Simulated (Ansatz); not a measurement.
Calculated with Ansatz (gas phase, PBE0-D4/def2-TZVP geometries, no zero-point term in ΔE). CCSD(T)/CBS is the MP2 limit (def2-TZVPP, def2-QZVPP) plus CCSD(T) − MP2 in def2-TZVPP, frozen cores. DFT in def2-TZVPP. HSE06 is defined as in plane-wave codes. For Ge outer-core shells are correlated without core-valence functions, which leaves a few kJ/mol of doubt a bond. Scalar relativity is left out up to krypton. One conformer a species, not always the lowest.

`[F][GeH2][NH][GeH3]` + `NCS` → `NC[S][GeH3]` + `[NH2][GeH2][F]`  (ligand exchange at a Ge–N bond)

(1) Is it downhill or uphill in electronic energy at CCSD(T)/CBS, and by how much? (Estimate.)

(2) What do these levels give: BLYP-D4, PBE0-D4, r2SCANh-D4, ωB97X-V, r2SCAN0, HSE06, LC-ωPBE, RPA@PBE/def2-TZVPP, CCSD(T)/def2-SVP, CCSD(T)/def2-TZVPP, HF/def2-QZVPP, MP2/def2-QZVPP? (Estimate.)

Largest T1 diagnostic among the species: 0.012.

Answers

(1) The calculation gave: Downhill: ΔE = -46.4 kJ/mol.

(2) Ansatz gave: BLYP-D4 -51.5, PBE0-D4 -55.2, r2SCANh-D4 -53.7, ωB97X-V -47.9, r2SCAN0 -52.9, HSE06 -53.7, LC-ωPBE -47.9, RPA@PBE/def2-TZVPP -39.3, CCSD(T)/def2-SVP -42.2, CCSD(T)/def2-TZVPP -44.1, HF/def2-QZVPP -37.4, MP2/def2-QZVPP -47.9 kJ/mol.

In def2-TZVPP, CCSD(T) changes the Hartree–Fock value by −4.8 kJ/mol (the triples alone add −1.7 kJ/mol) and MP2 by −8.0 kJ/mol. At CCSD(T), def2-SVP lies +4.1 kJ/mol from the extrapolated value and def2-TZVPP +2.2 kJ/mol.
